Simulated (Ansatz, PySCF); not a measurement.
This PySCF input computes a B3LYP/def2-TZVPD energy:

```python
from pyscf import gto, scf, dft

mol = gto.M(
    atom='''
    F    -0.00000000   -0.00000000   -1.19889826
    B     0.00000000    0.00000000    0.08714772
    O     0.00000000    0.00000000    1.29429322
    ''',
    basis='def2-tzvpd',
    charge=0,
    spin=0,
    verbose=4,
)

mf = dft.RKS(mol, xc='b3lyp').density_fit(auxbasis='def2-universal-jkfit')
mf.grids.level = 3
mf.conv_tol = 1e-9
mf.max_cycle = 100
mf.max_memory = 1500
mf.kernel()
if not mf.converged:
    mf = mf.newton()
    mf.kernel(mf.make_rdm1())
mf.analyze()
```

Question: Write an input for the same energy in Ansatz (a program for electronic structure) and say what it gives.

Answer: 
Ansatz 0.2 input:
```yaml
crystal:
  periodic: [false, false, false]
  atoms:
    - {symbol: F, position_ang: [-0.00000000, -0.00000000, -1.19889826]}
    - {symbol: B, position_ang: [0.00000000, 0.00000000, 0.08714772]}
    - {symbol: O, position_ang: [0.00000000, 0.00000000, 1.29429322]}
basis:
  gaussian:
    orbitals: def2-TZVPD
hamiltonian:
  xc: {name: B3LYP}
output: {forces: true}
```
It gives -200.09824 Eh, and PySCF -200.09826 Eh, a difference of 0.02 mEh, from the treatment of integrals and grids.
